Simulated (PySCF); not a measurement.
## Nuclear quadrupole coupling in [ZnCl4]2-

Compound: [ZnCl4]2- (charge -2 and singlet state).
Structure used (PBE0-D3(BJ)/def2-SVP), in Å, numbered top down from 1:
```
atom  x, y, z in Å
Zn1   -0.0056    0.0006    0.0059
Cl2   -0.0073   -0.0278    2.3471
Cl3    2.1977    0.0087   -0.7620
Cl4   -1.0982    1.9215   -0.7690
Cl5   -1.0867   -1.9029   -0.8220
```

Field gradients from the PBE0/pcSseg-1 (pcSseg-2 on Zn) density (PySCF, non-relativistic), principal values in atomic units, ordered |Vxx| ≤ |Vyy| ≤ |Vzz|:

```csv
atom,Vxx,Vyy,Vzz
Cl2,-0.5956,-0.5982,1.1938
Cl3,-0.5935,-0.5955,1.1889
Cl4,-0.5955,-0.5963,1.1918
Cl5,-0.5940,-0.5973,1.1914
```

Problem. Find the asymmetry η = (Vxx − Vyy)/Vzz and the couplings χ = eQV/h (234.96 MHz × Q in barn × V in au), with Q(35Cl) = −0.0817 b.

Solution. 
```
atom            environment  nucleus     η  χzz (MHz)  χxx (MHz)  χyy (MHz)
 Cl2  chlorine bonded to Zn     35Cl  0.00     -22.92      11.43      11.48
 Cl3  chlorine bonded to Zn     35Cl  0.00     -22.82      11.39      11.43
 Cl4  chlorine bonded to Zn     35Cl  0.00     -22.88      11.43      11.45
 Cl5  chlorine bonded to Zn     35Cl  0.00     -22.87      11.40      11.47
```

The gradient is axial or nearly so (η below 0.05) at Cl2, Cl3, Cl4 and Cl5. At Zn1 no principal value exceeds 0.01 au. The tensor is traceless: Vxx + Vyy + Vzz = 0.

Problem. What is Vzz at Cl3 in SI units (1 au = 9.71736 × 10²¹ V/m²)?

Solution. 1.1889 au = 11.553 × 10²¹ V/m².

Whether so highly charged an anion holds all its electrons in the gas phase wasn't checked; a finite basis holds them in any case. The ion is multiply charged and computed without counter-ions or solvent. The pcSseg-1 basis has no diffuse functions, a weakness for an anion. The HOMO energy is positive at this level (+0.60 eV), so the outermost electrons may be held by the finite basis alone. The small basis limits the accuracy of the gradients.

The run behind these numbers computed NMR shieldings as well. Time: 21 s wall. Hardware: one thread of an Arm Neoverse V1, no GPU, shared host.
